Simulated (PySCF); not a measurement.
A calculated (r2SCANh, PySCF 2.14, dyall-acv3z, no relativity, point nucleus) atom or ion has these occupied shells.

| shell | electrons | orbital energy (eV) | rms radius, mean of both spins (bohr) |
| --- | --- | --- | --- |
| 1s α | 1 | -3532.7 | 0.0945 |
| 1s β | 1 | -3532.7 | 0.0945 |
| 2s α | 1 | -360.34 | 0.423 |
| 2s β | 1 | -360.33 | 0.423 |
| 2p α | 3 | -286.77 | 0.390 |
| 2p β | 3 | -286.76 | 0.390 |
| 3s α | 1 | -37.634 | 1.37 |
| 3s β | 1 | -37.577 | 1.37 |
| 3p α | 3 | -20.217 | 1.56 |
| 3p β | 3 | -20.164 | 1.56 |
| 4s α | 1 | -2.742 | 5.35 |

(1) Name the element and its charge.

Answers

(1) K (potassium, neutral), in [Ar] 4s1, 2S determinant.
